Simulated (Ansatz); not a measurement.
Reaction (cleavage of the Si–Si bond): `[SiH3][SiH2][GeH2][GeH2][SiH2][GeH3]` + PH₃ → `[SiH3]P` + `[SiH3][GeH2][GeH2][SiH2][GeH3]`

Computed with Ansatz on PBE0-D4/def2-TZVP structures; ΔE is electronic, products minus reactants. CCSD(T)/CBS is the MP2 limit (def2-TZVPP, def2-QZVPP) plus CCSD(T) − MP2 in def2-TZVPP, frozen cores. This one scheme is used for every species. Functionals use def2-TZVPP. HSE06 is defined as in plane-wave codes. For Ge outer-core shells are correlated without core-valence functions, which leaves a few kJ/mol of doubt a bond. Scalar relativity is left out up to krypton. Each species was taken in one conformer, which may not be the lowest.

Q: Is it downhill or uphill in electronic energy at CCSD(T)/CBS, and by how much? (An estimate is asked.)

A: The calculation gave: Downhill: ΔE = -8.2 kJ/mol.

Q: What do these levels give: LDA (SPW92), HSE06-D4, ωB97X-V, ωB97M-V, PBE0, r2SCAN0? (Estimate.)

A: The calculation gave: LDA (SPW92) -3.3, HSE06-D4 -5.0, ωB97X-V -8.4, ωB97M-V -10.5, PBE0 -11.2, r2SCAN0 -11.9 kJ/mol.

Largest T1 diagnostic among the species: 0.013.

In def2-TZVPP, CCSD(T) changes the Hartree–Fock value by +14.6 kJ/mol (the triples alone add +1.7 kJ/mol) and MP2 by +10.6 kJ/mol. At CCSD(T), def2-SVP lies +4.9 kJ/mol from the extrapolated value and def2-TZVPP +1.6 kJ/mol.
